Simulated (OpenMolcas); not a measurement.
How basis sets differ on CH2FNSi (SMILES FC1=N[SiH2]1)

CH2FNSi: 6 atoms, total charge 0, spin state singlet. SMILES: `FC1=N[SiH2]1`. The coordinates come from a PBE0-D4/def2-TZVP relaxation.

Quantity: the HOMO–LUMO gap, in eV. The values are calculated.

| level | kind | program | value (eV) |
| --- | --- | --- | --- |
| HF/ANO-RCC-MB (DKH2) | Hartree–Fock | OpenMolcas | 14.17 |
| HF/STO-3G | Hartree–Fock | OpenMolcas | 15.98 |
| HF/3-21G | Hartree–Fock | OpenMolcas | 12.96 |
| HF/def2-SVP | Hartree–Fock | OpenMolcas | 13.21 |
| HF/6-311+G** | Hartree–Fock | OpenMolcas | 11.86 |
| HF/6-311++G(2d,2p) | Hartree–Fock | OpenMolcas | 11.87 |
| HF/ANO-L-VTZP (RICD fitting) | Hartree–Fock | OpenMolcas | 11.86 |

The values span 11.86 to 15.98 eV. A Hartree–Fock LUMO above zero doesn't converge with the basis: it sinks as sets grow more diffuse. Orbital gaps aren't excitation energies.
